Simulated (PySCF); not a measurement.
Si(F)3(nBu), C4H9F3Si, SMILES C(CC[Si](F)(F)F)C, singlet, GFN2-xTB optimised geometry.

```
17

C      2.10    -1.82    -0.01
C      1.49    -0.42    -0.01
C     -0.03    -0.47     0.00
C     -0.65     0.93     0.00
Si    -2.52     0.93     0.00
F     -3.18     2.38     0.00
F     -3.18     0.20    -1.25
F     -3.18     0.20     1.25
H      3.18    -1.77    -0.01
H      1.78    -2.37    -0.90
H      1.79    -2.38     0.87
H      1.83     0.12    -0.89
H      1.84     0.12     0.88
H     -0.38    -1.02    -0.89
H     -0.38    -1.02     0.88
H     -0.28     1.47     0.87
H     -0.28     1.48    -0.87
```

Density from B3LYP/def2-SVP run with PySCF at that geometry.

Minimum of the electron density along straight lines between bonded atoms, close to the bond critical point (lines longer than 1.1 times the sum of covalent radii, or with two minima, are not listed):

```
bond    length / Å  ρ at the minimum / e bohr⁻³  ∇²ρ there / e bohr⁻⁵  position (fraction from the first atom)
------  ----------  ---------------------------  --------------------  ---------------------------------------
C1–C2        1.524                        0.246                 -0.57                                     0.50
C2–C3        1.527                        0.246                 -0.57                                     0.50
C3–C4        1.536                        0.237                   [?]                                     0.49
C4–Si5       1.875                        0.123                   [?]                                     0.62
Si5–F6       1.589                        0.126                  1.20                                     0.42
Si5–F7       1.588                        0.126                  1.21                                     0.42
Si5–F8       1.588                        0.126                  1.21                                     0.42
C1–H9        1.087                        0.277                 -1.02                                     0.62
C1–H10       1.088                        0.277                 -1.01                                     0.62
C1–H11       1.088                        0.277                 -1.01                                     0.62
C2–H12       1.092                        0.277                 -1.00                                     0.62
C2–H13       1.092                        0.277                 -1.00                                     0.62
C3–H14       1.092                        0.278                 -1.02                                     0.62
C3–H15       1.092                        0.278                 -1.02                                     0.62
C4–H16       1.093                        0.272                 -0.97                                     0.63
C4–H17       1.093                        0.272                 -0.97                                     0.63
```

Task: Fill in the missing entries.

Result: 
- C3–C4, ∇²ρ there / e bohr⁻⁵: -0.52
- C4–Si5, ∇²ρ there / e bohr⁻⁵: 0.30
